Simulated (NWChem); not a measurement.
Species: GaHSeF2; SMILES [F][Ga]([F])[SeH]

```xyz
5

Ga     0.0149     0.7683     0.0015
F     -1.4235     1.7810    -0.0041
F      1.5463     1.6382     0.0029
Se    -0.0921    -1.5379     0.0066
H      1.3937    -1.5830     0.0102
```
Atoms are numbered in this order, from 1.

All runs: NWChem. Coordinates come from a PBE-D3(BJ)/def2-SVP optimisation. Vzz is the largest principal value of the second derivative of the potential at the nucleus (NWChem prints the opposite sign); η is the asymmetry. Non-relativistic.

| level | Vzz Ga1 (a.u.) | η Ga1 | Vzz Se4 (a.u.) | η Se4 |
|---|---|---|---|---|
| PBE/def2-SVP | 1.308 | 0.19 | -4.311 | 0.45 |
| PBE/def2-TZVP | 1.932 | 0.09 | -4.166 | 0.42 |
| B3LYP/cc-pVTZ | 2.033 | 0.11 | -4.167 | 0.47 |
| B3LYP/def2-SVP | (withheld) | 0.20 | (withheld) | 0.49 |

### Question
What belongs in the gaps?

### Answer

- B3LYP/def2-SVP, Vzz Ga1 (a.u.): 1.472
- B3LYP/def2-SVP, Vzz Se4 (a.u.): -4.408
